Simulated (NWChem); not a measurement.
System: AlSi2H6F; SMILES [F][Al]([SiH3])[SiH3]

### Question
Give the equilibrium geometry at B3LYP/6-31G* (spherical d) (NWChem) as an XYZ file, with the point group.

### Answer
point group C1; any orientation.
```
10

Al    -0.4518     0.0002    -0.0029
F     -2.1227    -0.0022    -0.0102
Si     0.6351     2.2139     0.0595
H      2.0162     2.1525    -0.5021
H      0.7563     2.6985     1.4670
H     -0.1232     3.2445    -0.7058
Si     0.6380    -2.2125    -0.0547
H      2.0419    -2.1349     0.4447
H      0.6974    -2.7377    -1.4515
H     -0.0846    -3.2207     0.7726
```
